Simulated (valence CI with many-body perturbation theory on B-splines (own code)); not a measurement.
The numbers below are computed, except where a source is named.
## Sensitivity of CI+MBPT for W69+

Method: relativistic CI+MBPT: three valence electrons over a frozen Dirac-Fock core [He], radial functions for each j: 6 s, 6 p, 5 d, 3 f, 1 g, with the one-electron correlation potential Σ1, the two-electron term Σ2, the three-electron term Σ3, Breit, model QED; selected CI, second order for the rest (own B-spline code, finite nucleus).

The last digits are not significant, and no measured levels were compared; by estimate large intervals hold to a few tenths of a per cent, small ones and those within an open d or f shell to about a per cent.

The reference run has the lowest level (2s^2 2p1/2) J=1/2 and an ionisation energy of 18822.5 eV. Its largest variational space holds 3408 state functions.

Levels are named by their leading jj configuration (3d3/2^4 stands for four electrons in 3d with j = 3/2), which in mixed levels can hold well under half, so a name can repeat and another be missing. Letters in brackets count levels of one name in rising energy.

Changed runs:
A. highest l in the core sums 6 → 7
B. selection threshold (hartree) 2e-08 → 1e-06; three-electron term on → off
C. logarithmic knot step 0.27 → 0.2; scale of Σ1 1 → 0
D. start configuration 2s2 2p1 → 2s2 3p1 (bad on purpose)

Excitation energies of the reference run in cm⁻¹, and shifts in cm⁻¹:

| Level | Reference | A | B | C |
| --- | --- | --- | --- | --- |
| (2s 2p1/2^2) J=1/2 | 2187570 | +1.4 | +192 | +2935 |
| (2s^2 2p3/2) J=3/2 | 11798900 | -0.3 | +117 | -1766 |
| (2s 2p1/2 2p3/2) J=3/2 [a] | 13340100 | +1.1 | -17 | +1119 |
| (2s 2p1/2 2p3/2) J=5/2 | 13668600 | +1.1 | +195 | +1123 |
| (2s 2p1/2 2p3/2) J=1/2 | 14256000 | +1.1 | +481 | +1128 |
| (2s 2p1/2 2p3/2) J=3/2 [b] | 14272500 | +1.1 | +519 | +1121 |
| (2p1/2^2 2p3/2) J=3/2 | 16541400 | +2.5 | +592 | +3972 |
| (2s 2p3/2^2) J=5/2 | 25282400 | +0.7 | +210 | -706 |
| (2s 2p3/2^2) J=1/2 | 26166500 | +0.7 | +592 | -717 |
| (2s 2p3/2^2) J=3/2 | 26171700 | +0.7 | +558 | -706 |
| (2p1/2 2p3/2^2) J=3/2 | 27940000 | +2.2 | +551 | +2224 |
| (2p1/2 2p3/2^2) J=5/2 | 28122900 | +2.2 | +550 | +2223 |
| Ionisation energy (eV) | 18822.5 | -0.0002 | +0.068 | -0.5 |

Run D: It gave no result: the start configuration must fill the lowest shells above the core. The program said: "3p is not the lowest shell of its kind above the core".
